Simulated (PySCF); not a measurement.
A ladder of Hamiltonians for Rh³⁵⁺ (rhodium, charge +35)

Occupied: 1s1/2, 2s1/2, 2p1/2, 2p3/2. Hartree-Fock calculated with PySCF 2.14 in an even-tempered Gaussian basis (20 s from 4.8 bohr⁻², ratio 2.3; 15 p from 5.7 bohr⁻², ratio 2.3), Gaussian nucleus throughout. NR is non-relativistic, sf-X2C the spin-free one-electron X2C Hamiltonian, X2C adds the bare one-electron spin-orbit term, X2C-SNSO screens it by Boettger's factors, DC is four-component Dirac-Coulomb, and the Gaunt and Breit terms are added at first order (total energies over the DC spinors, levels after relaxing the spinors in that mean field). QED terms are absent. Levels marked empty are virtual spinors of this ion.

| Hamiltonian | E (hartree) | E − E(DC) (hartree) | CPU seconds |
| --- | --- | --- | --- |
| NR | -3670.8745 | 88.8050 | 0.3 |
| sf-X2C | -3758.0927 | 1.5867 | 0.16 |
| X2C | -3758.7848 | 0.8947 | 0.21 |
| X2C-SNSO | -3758.7231 | 0.9564 | 0.21 |
| DC | -3759.6795 | 0.0000 | 11 |
| DC+Gaunt | -3756.8481 | 2.8313 | 19 |
| DC+Breit | -3757.0945 | 2.5849 | 59 |

```json
{"level (eV)": "1s1/2", "NR": "-24754.9", "sf-X2C": "-25425.7", "X2C": "-25424.5", "X2C-SNSO": "-25424.6", "DC": "-25442.4", "DC+Gaunt": "-25395.5", "DC+Breit": "-25398.5"}
{"level (eV)": "2s1/2", "NR": "-5229.0", "sf-X2C": "-5409.6", "X2C": "-5409.3", "X2C-SNSO": "-5409.4", "DC": "-5411.4", "DC+Gaunt": "-5406.9", "DC+Breit": "-5407.2"}
{"level (eV)": "2p1/2", "NR": "-5005.9", "sf-X2C": "-5065.5", "X2C": "-5174.8", "X2C-SNSO": "-5169.7", "DC": "-5170.5", "DC+Gaunt": "-5162.5", "DC+Breit": "-5163.4"}
{"level (eV)": "2p3/2", "NR": "-5005.9", "sf-X2C": "-5065.5", "X2C": "-5015.2", "X2C-SNSO": "-5017.4", "DC": "-5018.9", "DC+Gaunt": "-5013.2", "DC+Breit": "-5014.0"}
{"level (eV)": "3s1/2 (empty)", "NR": "-2075.9", "sf-X2C": "-2129.5", "X2C": "-2129.5", "X2C-SNSO": "-2129.5", "DC": "-2129.9", "DC+Gaunt": "-2128.8", "DC+Breit": "-2128.9"}
{"level (eV)": "3p1/2 (empty)", "NR": "-2003.4", "sf-X2C": "-2026.5", "X2C": "-2053.4", "X2C-SNSO": "-2052.1", "DC": "-2052.3", "DC+Gaunt": "-2050.4", "DC+Breit": "-2050.6"}
{"level (eV)": "3p3/2 (empty)", "NR": "-2003.4", "sf-X2C": "-2026.5", "X2C": "-2014.0", "X2C-SNSO": "-2014.6", "DC": "-2014.8", "DC+Gaunt": "-2013.5", "DC+Breit": "-2013.8"}
```

```
interval (eV)    X2C  X2C-SNSO     DC  DC+Gaunt  DC+Breit
2p3/2 − 2p1/2  159.6     152.3  151.6     149.3     149.3
3p3/2 − 3p1/2  39.39     37.58  37.49     36.88     36.88
```

Weight of the small component: 1s1/2 0.0271, 2s1/2 0.00588, 2p1/2 0.00582, 2p3/2 0.00562, 3s1/2 0.00219, 3p1/2 0.00215, 3p3/2 0.00211.

Koopmans' value for the highest occupied level at DC+Breit: 5014.0 eV, against an ionisation energy of 5018 ± 3 eV (semi-empirical (NIST evaluation); NIST Atomic Spectra Database, ionization energies); the former lacks relaxation, correlation, QED and recoil.

The whole ladder took 92 s of wall time on 1 thread of Intel(R) Xeon(R) 6975P-C (shared host), launched as `OMP_NUM_THREADS=1 python relrun2.py TASK.json OUT` (a driver that calls PySCF for each Hamiltonian).
